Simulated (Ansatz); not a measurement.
ClFH₇N₃Si₂ (`N[Si@H](F)N[Si@@H](N)Cl`), charge 0, multiplicity 1.

Question: Give a relaxed structure at PBE0-D4/def2-TZVP (Ansatz 0.2.0). (Estimate.)

Answer: The calculation gave: 
```xyz
14

N    -1.579   -1.119    1.969
Si   -0.422   -1.034    0.723
F     0.820   -1.887    1.265
N    -0.035    0.616    0.479
Si    0.530    1.385   -0.940
N     1.582    0.325   -1.742
Cl   -0.948    1.804   -2.319
H    -1.693   -1.971    2.492
H    -2.445   -0.611    1.897
H    -0.756   -1.631   -0.585
H    -0.138    1.210    1.291
H     1.047    2.711   -0.530
H     1.707    0.347   -2.739
H     2.330   -0.145   -1.260
```
This is one stationary point; other conformers may exist.
